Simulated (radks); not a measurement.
Question: Valence configurations of N IV (all share [He]). Calculated with a radial shooting solver on a logarithmic mesh with Libxc functionals: non-relativistic Kohn-Sham, r2SCAN, spin-polarised, spherical densities, point nucleus; open shells are filled with parallel spins first; meta-GGA in the generalised Kohn-Sham scheme. Order these by energy: 2s2; 2s1 2p1; 2s1.5 2p0.5; 2p2; 2s0.5 2p1.5.

Answer: From the lowest, in eV above it: 2s2 0.000; 2s1.5 2p0.5 5.044; 2s1 2p1 7.408; 2s0.5 2p1.5 13.548; 2p2 19.594. NIST lists [He] 2s2 as the ground configuration; this level of theory agrees among the configurations tried. The energies are those of spherical high-spin densities, not of single terms.
